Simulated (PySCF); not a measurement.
Compound: C3F4N2O.
SMILES with atom numbers: `[F:1][c:2]1[n:3][c:4]([C:5]([F:6])([F:7])[F:8])[n:9][o:10]1`

Cartesian coordinates in Å at the GFN2-xTB level; atoms count from 1:
```xyz
10
C3F4N2O angstrom
F      3.090    0.583    0.468
C      1.899    0.177    0.181
N      0.781    0.752    0.475
C     -0.117   -0.115   -0.066
C     -1.599    0.116    0.000
F     -2.285   -0.965   -0.361
F     -1.965    1.113   -0.811
F     -1.987    0.445    1.232
N      0.433   -1.140   -0.647
O      1.760   -0.962   -0.493
```

Theory: PySCF 2.14.0, density-fitted response routines, TDDFT B3LYP/def2-SVPD, vertical, gas phase, core orbitals frozen in the response.

Ground-to-excited transition dipoles (e·a0, same axes as the geometry; the sign carries no meaning), for the states with f of 0.002 or more among the lowest 8:

| state | E (hartree) | μx | μy | μz |
| --- | --- | --- | --- | --- |
| S1 | 0.2235 | 0.008 | 0.082 | -0.132 |
| S2 | 0.2586 | -0.337 | -0.570 | -0.346 |
| S3 | 0.2666 | 0.010 | -0.070 | 0.113 |
| S4 | 0.2784 | 0.016 | 0.090 | -0.118 |
| S5 | 0.2812 | -0.103 | -0.095 | -0.078 |
| S7 | 0.3064 | -0.035 | -0.116 | -0.071 |
| S8 | 0.3187 | 1.083 | -0.320 | -0.119 |

**Question.** Work out the oscillator strengths.

**Answer.** f = (2/3) ΔE |μ|² with ΔE in hartree (27.2114 eV).

```csv
state,|μ|² (au),|μ| (D),f
S1,0.024,0.39,0.004
S2,0.558,1.90,0.096
S3,0.018,0.34,0.003
S4,0.022,0.38,0.004
S5,0.026,0.41,0.005
S7,0.020,0.36,0.004
S8,1.289,2.89,0.274
```

**Question.** What angle do the transition dipoles of S2 and S8 make?

**Answer.** |cos θ| = |μa·μb| / (|μa| |μb|) = 0.17, so θ ≈ 80° (taken between 0 and 90°, since the signs are arbitrary).

**Question.** How is the summed strength of these states shared among x, y and z?

**Answer.** (2/3) Σ ΔE μα² gives 0.271 for x, 0.085 for y and 0.033 for z, 0.390 in all.

**Question.** What peak molar absorption coefficient would the strongest computed level give as a lone Gaussian band 0.3 eV wide at half height?

**Answer.** ε(max) = 2.175×10⁸ f / FWHM, with the width in cm⁻¹. S8: 2.175×10⁸ × 0.2738 / 2420 ≈ 25000 L mol⁻¹ cm⁻¹.
